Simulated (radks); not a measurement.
Removal energies from the bromine ion Br+, [Ar] 3d10 4s2 4p4, by Delta-SCF beside the eigenvalue of the level emptied. Calculated with a radial shooting solver on a logarithmic mesh with Libxc functionals: scalar-relativistic Kohn-Sham, PBEsol, spin-polarised, spherical densities, finite nucleus; Fermi nuclear charge, rms radius of each element as measured or else 0.836 A^(1/3) + 0.57 fm. Open shells are filled with parallel spins first.

| removed from | final configuration | Delta-SCF (eV) | -eigenvalue (eV) |
|---|---|---|---|
| 4p | [Ar] 3d10 4s2 4p3 | 21.258 | 16.442 |
| 4s | [Ar] 3d10 4s1 4p4 | 34.912 | 29.356 |
| 3d | [Ar] 3d9 4s2 4p4 | 90.060 | 77.673 |
| 3p | [Ne] 3s2 3p5 3d10 4s2 4p4 | 196.85 | 184.26 |
